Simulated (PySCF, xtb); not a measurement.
CH₉NO₂Si₂, SMILES CN[SiH2]O[SiH2]O. One conformer was computed; it need not be the lowest.

Harmonic wavenumbers (cm⁻¹) from GFN2-xTB in xtb at its own minimum, in rising order: 24, 47, 50, 108, 145, 162, 182, 258, 304, 487, 547, 563, 590, 620, 629, 749, 767, 793, 807, 828, 834, 915, 1062, 1094, 1113, 1170, 1358, 1424, 1495, 1505, 2178, 2245, 2268, 2342, 2903, 2971, 3033, 3440, 3663.

What does B3LYP-D3(BJ)/def2-SVP run with PySCF give at its own minimum? (An estimate is asked for; the answer gives what the named calculation found.)

41, 75, 85, 116, 159, 234, 253, 310, 397, 434, 603, 652, 658, 769, 785, 819, 838, 890, 912, 944, 976, 993, 1059, 1102, 1146, 1153, 1397, 1451, 1473, 1500, 2243, 2248, 2251, 2261, 2998, 3069, 3091, 3588, 3869. Paired by order, the mean absolute difference is 66 cm⁻¹ and the zero-point energies are 65.3 and 68.4 kcal/mol.
